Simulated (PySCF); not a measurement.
Which determinant of RbCl⁺ lies lowest?

Unrestricted PBE0; PySCF, scalar-relativistic core potentials, basis sets Rb def2-SVP with ECP28, Cl def2-SVP. Outer shells of the fragments: Rb+ closed shells only; Cl 3s2 3p5.

Followed along the bond (rough minima from three points):

```json
{"2Ms+1": "2", "unpaired": "π ↑", "⟨S²⟩ at the start": "0.75", "R at minimum (Å)": "3.43", "Te (eV)": "0.00"}
{"2Ms+1": "2", "unpaired": "σ ↑", "⟨S²⟩ at the start": "0.75", "R at minimum (Å)": "3.75", "Te (eV)": "0.23"}
```

Solutions found at the starting distance of 3.130 Å, counted from the lowest of them; the search is not exhaustive and high or unbound solutions are not listed, so other states can lie among these:

| 2Ms+1 | unpaired | term | E (eV) | ⟨S²⟩ | ⟨Lz²⟩ | μ (D) |
| --- | --- | --- | --- | --- | --- | --- |
| 2 | π ↑ | ²Π | 0.00 | 0.75 | 1.00 | -3.44 |
| 2 | σ ↑ | ²Σ⁺ | 0.25 | 0.75 | 0.00 | -3.72 |
| 4 | σ ↑, π ↑↑ | ⁴Σ⁻ | 9.14 | 3.75 | 0.00 | 3.79 |
| 4 | σ ↑↑, π ↑ | ⁴Π | 9.26 | 3.75 | 1.01 | 4.26 |

A term symbol is given only where ⟨S²⟩ and ⟨Lz²⟩ are close to those of a pure state; real π, δ and φ orbitals otherwise mix terms. A positive dipole points towards Cl; it is taken about the centre of mass and depends on that origin.

Spin–orbit coupling is left out. Counting both spins, an empty level lies below a filled one in some of these solutions, because spin and occupation are held.
